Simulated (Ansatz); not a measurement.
Mg3S4⁻, relaxed as a doublet with UKS B3LYP-D4/def2-SVPD in Ansatz, starting from the GFN1-xTB geometry. Force threshold 0.02 eV/Å.

Another isomer (doublet) lies 4.97 eV lower at PBE0-D4/def2-TZVPD; other spin states weren't run for this one.

Start:

```tsv
atom	x (Å)	y (Å)	z (Å)
Mg1	3.2673	-0.0123	-0.0448
Mg2	-1.4468	1.6573	0.4862
Mg3	-2.2991	-0.0026	-1.6548
S4	-1.2540	-0.5847	1.9483
S5	0.5553	-1.1731	1.2340
S6	0.4723	-0.9473	-0.8205
S7	0.7051	1.0627	-1.1484
```

(1) Estimate the energy that the relaxation releases and the steps that it takes.

(2) Does the start keep its bonding?

(3) Predict the relaxed structure.

Results:

(1) 14.0 kcal/mol, in 22 steps; 2.7 min on 4 threads of Arm Neoverse V2 on a shared host. The force fell under the threshold at step 19, but the optimiser went on. No frequencies were taken in this run, so the end may be a saddle point.

(2) Bonds lost: Mg2–Mg3 (atoms count from 1).

(3) 
```xyz
7

Mg    3.377    0.234    0.471
Mg   -0.750    1.852    0.630
Mg   -2.868   -0.531   -1.369
S    -1.354   -0.330    1.630
S     0.358   -1.396    0.939
S     0.466   -0.973   -1.111
S     0.770    1.144   -1.190
```
Bond lengths (bridged metal pairs left out): 3 × S–S 2.10 to 2.14 Å; 2 × Mg–S 2.47 to 2.48 Å.
